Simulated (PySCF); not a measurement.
Structure problem from calculated spectra and properties.

Elements present: B, C, Cl and H. Monoisotopic mass: 104.0564 u.

- Dipole: 1.65 D [PBE0/def2-SVPD]
- XPS: B1s 196.6, Cl2p3/2 205.8, C1s 290.3 (×2), C1s 290.6 (×2), Cl1s 2828.4 eV [ΔSCF SCAN, pcX-2 on the ionised atom, pcseg-1 elsewhere, spin-free X2C, 2p3/2 from a spin–orbit splitting computed afterwards within the 2p shell]
- 13C NMR: chemical shifts (computed TMS as zero) by class: 25.3 (2 C), 10.3 (2 C) ppm [GIAO KT2/pcSseg-1]
- Polarisability: 77.3 au [PBE0/def2-SVPD]
- UV, strongest line: among the 10 lowest singlet transitions: S5 at 7.56 eV (164 nm, f = 0.104) [TDDFT PBE0/def2-SVPD]
- UV, first state: lowest singlet excitation: 5.68 eV (218 nm, f = 0.000) [TDDFT PBE0/def2-SVPD]
- NMR, other nuclei: isotropic shieldings of nuclei other than C and H, by class: 26 (1 B), 701 (1 Cl) ppm [GIAO KT2/pcSseg-1]
- Rotational structure: rotational constants A, B, C: 3.937, 1.779, 1.274 GHz [PBE0-D3(BJ)/def2-SVP]

Gas-phase values; electronic properties from PySCF, density fitting. Levels stand in brackets. Geometry: PBE0-D3(BJ)/def2-SVP, one conformer, isolated molecule. NMR classes are plain means over equivalent atoms (diastereotopic ones count apart unless rotation or inversion swaps them), as if these changed places fast.

Question: Which formula fits the mass and the elements?

Answer: C4H10BCl (calculated 104.0564). No other formula that holds each of these elements comes within 0.0003 u with a fitting electron parity and a possible valence count.

Question: What is the compound? Reason from the data.

Answer: 4 carbons fall into 2 classes; from least to most shielded: carbon bonded to B, C and 2 H (25.3 ppm, 2 C), carbon bonded to C and 3 H (10.3 ppm, 2 C). The other shieldings belong to: 26 ppm, boron bonded to 2 C and Cl; 701 ppm, chlorine bonded to B. The core levels belong to: B1s 196.6 eV, boron bonded to 2 C and Cl; Cl2p3/2 205.8 eV, chlorine bonded to B; C1s 290.3 eV, carbon bonded to B, C and 2 H; C1s 290.6 eV, carbon bonded to C and 3 H; Cl1s 2828.4 eV, chlorine bonded to B. One atom of each topological class was ionised and stands for its class. By its constants the optimised geometry is an asymmetric top. Structure: BEt2Cl, `CCB(Cl)CC`. The assignments are read from this structure; whether some other isomer fits the data as well wasn't checked.
